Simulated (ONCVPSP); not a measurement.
## What one change does to a pseudopotential (palladium, ONCV)

- Element: palladium
- Generator: ONCVPSP 4.0.1
- Type: optimised norm-conserving Vanderbilt (ONCV)
- Functional: PBEsol
- Relativity: scalar-relativistic
- Frozen core: [Ar] 3d10
- Valence charge: 18
- Reference configuration: 4s2 4p6 4d10
- Partial waves: 4s: rc 1.05 bohr, ncon 4, nbas 7, qcut 4.9 1/bohr, 3 projectors, debl 3.8 Ha; 4p: rc 1.15 bohr, ncon 3, nbas 7, qcut 7.3 1/bohr, 1 projector; 4d: rc 2.05 bohr, ncon 5, nbas 10, qcut 8.5 1/bohr, 3 projectors, debl 3.8 Ha
- Local potential: polynomial inside 0.70 bohr (lpopt 5, dvloc0 6 Ha)
- Core correction: none

Change: s: qcut 4.4.

Cutoffs: the cutoffs (Ha) at which the residual kinetic energy of the hardest occupied pseudo-wave falls to 1 and 0.1 mHa per electron; they do not see the model core or the augmentation charge, which bear on the density cutoff. Errors are all-electron minus pseudo energies relative to the spin-unpolarised reference configuration.

Predict the effect on cutoff, ghosts and configuration errors.

The potential gets neither clearly harder nor softer (113 Ha and 153 Ha → 114 Ha and 156 Ha); the errors of the 3 common tests hardly move; neither file shows a bound ghost.

| quantity | base | changed |
| --- | --- | --- |
| cutoff, loose | 113 Ha | 114 Ha |
| cutoff, tight | 153 Ha | 156 Ha |
| loose cutoff by channel | s 113 Ha, p 41 Ha, d 24 Ha | s 114 Ha, p 41 Ha, d 24 Ha |
| bound ghosts | none | none |
| GHOST(+) flags under 300 eV | none | none |
| tests with a reliable result | 3 of 4 | 3 of 4 |
| error for 4s2 4p6 4d9, meV [ΔE 9.12 eV] | +0.4 | +0.4 |
| error for 4s2 4p6 4d8, meV [ΔE 29.94 eV] | +5.3 | +5.3 |
| error for 4s2 4p6 4d9.5, meV [ΔE 3.24 eV] | +0.2 | +0.2 |
| s: phases at 1.06 bohr within 0.05 rad from the reference energy up to (Ha; the scan ends near 5) | to the end of the scan | to the end of the scan |
| p: phases at 1.16 bohr within 0.05 rad from the reference energy up to (Ha; the scan ends near 5) | 1.7 | 1.7 |
| d: phases at 2.08 bohr within 0.05 rad from the reference energy up to (Ha; the scan ends near 5) | to the end of the scan | to the end of the scan |
